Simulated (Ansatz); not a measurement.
Z-matrix (Å, degrees):
```
Al
F 1 1.6553
H 1 1.5699 2 116.89
H 1 1.5699 3 126.22 2 -180.00
```
Charge 0, spin multiplicity 1.

Computed with Ansatz (an electronic-structure program) with frozen-core CCSD(T)/cc-pVTZ // B3LYP-D3(BJ)/def2-TZVP.

The HF energy is -342.63058 Ha and the MP2 correlation energy is -0.33977 Ha.

Problem. Estimate the CCSD correlation energy, the (T) correction, the total energy and the T1 diagnostic.

Solution. 
```yaml
CCSD correlation energy: -0.35393 Ha
"(T) correction": -0.00880 Ha
CCSD(T) total energy: -342.99331 Ha
T1 diagnostic: 0.012
```
